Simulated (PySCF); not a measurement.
Harmonic spectrum computed at PBE0 in the def2-TZVP basis family (core potentials from Rb on, PySCF, no spin–orbit coupling):

```tsv
symmetry	ω (cm⁻¹)	IR (km/mol, summed over degenerate members)
a2''	78	510
e'	698	141
e'	1710	977
a1'	1757	0.0
```

Q: Which molecule gave it? In each, all ligands are bound to the one heavy central atom.
A. CrH₃ (quartet)
B. MoH₃ (quartet)
C. CH₃ (doublet)
D. VH₃ (triplet)

A: D. It has D3h symmetry with V–H 1.673 Å (×3).
